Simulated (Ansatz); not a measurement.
Basis-set extrapolation for `BC(=O)C=S` (PBE0-D4/def2-TZVP geometry, frozen core, Ansatz 0.2.0). Multiplicity 1, RHF reference.

```csv
,def2-TZVPP,def2-QZVPP
HF,-574.553997,-574.572967
MP2 correlation,-0.814069,-0.872859
CCSD(T) correlation,-0.887589,not run
```

Energies in hartree. Use E(X) = E(∞) + A·exp(−7.88·√X) for Hartree–Fock and E(X) = E(∞) + B·X^(−2.97) for correlation, with X = 3 and 4, and add CCSD(T) minus MP2 of the smaller set to the MP2 limit.

What is the CCSD(T) energy at the basis-set limit?

HF limit: -574.572967 + (-0.018970) × 0.13774 = -574.57558. MP2 limit: -0.872859 + (-0.058790) × 0.74074 = -0.91641. Higher-order term: -0.887589 − (-0.814069) = -0.07352. Total: -575.56551 hartree, 77.8 kcal/mol below CCSD(T)/def2-TZVPP.
